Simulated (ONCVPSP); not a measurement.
**oxygen (O): excitation energies, all-electron against ONCV**

O, optimised norm-conserving Vanderbilt (ONCV), made with ONCVPSP 4.0.1 (PBE, scalar-relativistic). Core [He], reference 2s2 2p4. Waves: 2s: rc 0.70 bohr, ncon 3, nbas 8, qcut 7.4 1/bohr, 1 projector; 2p: rc 1.65 bohr, ncon 3, nbas 6, qcut 8.5 1/bohr, 2 projectors, debl 0.7 Ha; d scattering state at 0.21 Ha: rc 1.70 bohr, ncon 3, nbas 7, qcut 6.2 1/bohr, 2 projectors, debl 0.7 Ha. Local part: polynomial inside 0.60 bohr (lpopt 3, dvloc0 1 Ha). Core correction: none.

Energies are relative to the spin-unpolarised reference configuration 2s2 2p4; without spin polarisation the order of configurations can differ from experiment.

```tsv
valence configuration	charge	ΔE all-electron (eV)	error AE − PS (meV)
2s2 2p2	+2	50.017	+348
2s2 2p1	+3	103.885	+1320
2s2 2p3.5	+0.5	6.286	+7.0
```

(1) What are ΔE and the potential's error for 2s2 2p3?

Results:

(1) ΔE = 16.431 eV all-electron; the error (AE − PS) is +44 meV.
